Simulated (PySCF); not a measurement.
GaH2, SMILES [GaH2+], charge +1. Geometry optimised at B3LYP-D3(BJ)/def2-TZVPD. The spin state was assumed, not searched. The isomer is the one that the SMILES or the coordinates give; other isomers of the formula were not compared.

TDA-PBE/def2-TZVPD in PySCF 2.14.0 puts the lowest singlet excitations at 6.39, 6.39, 10.37, 10.37, 10.39, 11.53 eV.

What are the lowest excitation roots from ADC(2)/aug-cc-pVDZ in PySCF? (Estimate from the structure and the level; the computed values follow.)

7.00, 7.00, 10.35, 11.09, 11.09, 12.31 eV. S1 differs by 0.61 eV (second minus first; roots are paired by order, and the bases may differ).
